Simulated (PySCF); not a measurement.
C4H3BO2.
Bonds: C1–C2 (triple), C2–C3, C3–C4 (triple), C4–B5, B5–O6, B5–O7. Hydrogens: H8 on C1; H9 on O6; H10 on O7.

Method used: PySCF 2.14.0, PBE0-D3(BJ)/def2-SVP geometry optimisation, gas phase.

Problem. What internal coordinates does the optimisation give?

Solution. 
```tsv
bond	length (Å)
C1≡C2	1.217
C2–C3	1.370
C3≡C4	1.225
C4–B5	1.549
B5–O6, B5–O7	1.354
C1–H8	1.075
O6–H9, O7–H10	0.961
```

Bonds in one row agree within 0.01 Å and their mean is given. A selection of angles:
```tsv
angle	degrees
C2–C1–H8	179.5
C1–C2–C3	179.9
C2–C3–C4	179.8
C3–C4–B5	179.8
C4–B5–O6	121.3
O6–B5–O7	117.5
B5–O6–H9	112.6
```

Torsions: H9–O6–B5–C4 1° (synperiplanar); H10–O7–B5–C4 1° (synperiplanar).

B5 (three-coordinate boron) is planar (angles 121.3°, 121.2° and 117.5°, sum 360.0°, 0.00 Å off the plane of its three neighbours). The C–C distances run from 1.217 Å (C1≡C2, drawn triple) to 1.370 Å (C2–C3, drawn single), a spread of 0.153 Å. The 7 heavy atoms lie in one plane (0.002 Å rms). O6 (boron-bound oxygen) is bent (angle 112.6°).

Point group: C2v (tolerance 0.08 Å). Whether it is a minimum is left open (no frequencies). The numbers are those of one conformer (C4–B5–O6–H 1°, C4–B5–O7–H 1°).
